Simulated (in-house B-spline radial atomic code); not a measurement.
**Ionising I⁸⁺ with different functionals**

Computed with a B-spline radial code for spherical atoms: four-component Dirac-Coulomb Hamiltonian, Fermi nucleus of rms radius 4.75 fm, spin-restricted, spherical fractional occupations for the functionals. The ionisation energy is the difference of two self-consistent energies, [Kr] 4d9 → [Kr] 4d8, without Breit or QED terms; ε is the level of the shell that loses the electron (mean over j). The electron is taken from both j subshells in proportion to 2j + 1, so the result is a j average, not the step between ground levels.

Hybrids are left out here: with spherical fractional occupations of an open shell their exact exchange keeps a self-interaction that integer-occupation calculations don't have.

```
           method  rung  ΔSCF (eV)  -ε(4d) (eV)
         LDA VWN5   LDA     175.36       163.31
 relativistic LDA   LDA     175.36       163.31
         LDA PW92   LDA          ?            ?
LDA exchange-only   LDA     173.25       161.22
              PBE   GGA          ?            ?
           PBEsol   GGA     175.15       163.10
             BLYP   GGA     174.97       162.92
             RPBE   GGA     175.18       163.12
             PW91   GGA     175.33       163.27
             BP86   GGA     175.27       163.21
             AM05   GGA     175.16       163.11
             OLYP   GGA     175.89       163.80
```

What does PBE give?

ΔSCF 175.22 eV, and -ε(4d) = 163.16 eV.

What does LDA PW92 give?

ΔSCF 175.35 eV, and -ε(4d) = 163.30 eV.

How do they compare with the NIST value?

NIST lists 171 eV ± 2.2 (tabulated theory, ground level to ground level). Errors run from +2.25 to +4.89 eV. The correlated functionals all miss on the same side by more than they spread, so the cause is common to them (Breit-QED terms, spin polarisation, the choice among j levels, multiplet and fine-structure energies, or a listed next ion that isn't the cheapest removal here) and closeness doesn't rank the functionals.
